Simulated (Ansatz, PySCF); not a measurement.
Process, species as SMILES: [SiH3]O[SiH](Cl)Cl → Cl[SiH]Cl + [O][SiH3] (the O-Si bond at the site shown breaks; other sites are not compared here)
Structures are relaxed separately at B3LYP-D3(BJ)/def2-TZVP in Ansatz (a program for electronic structure), one conformer each, not searched for the lowest. Frequencies are from Ansatz or PySCF.

Property: bond dissociation energy (0 K, with B3LYP-D3(BJ) harmonic zero-point energies), in kcal/mol. Correlated levels leave the core frozen unless marked. UHF or UKS for open shells. Spin-orbit coupling is left out. Non-relativistic. CBS(X,Y): correlation extrapolated as X^-3; Hartree-Fock from the larger set. [CCSD(T)-MP2]/basis is that difference in the basis named.

RI-MP2/CBS(aug-cc-pV(T+d)Z,aug-cc-pV(Q+d)Z)+[CCSD(T)-MP2]/aug-cc-pV(T+d)Z (Ansatz) gives 137.9 kcal/mol.

Another calculation gave 129.8 kcal/mol. Which level was it?
(A) SVWN5/def2-TZVPD (Ansatz)
(B) BLYP/def2-TZVPD (Ansatz)
(C) BHLYP/def2-TZVPD (Ansatz)
(D) LC-wPBE/def2-TZVPD (Ansatz)

D, LC-wPBE/def2-TZVPD (Ansatz). The others give 125.6 (BHLYP), 117.2 (BLYP), 139.6 (SVWN5) kcal/mol.
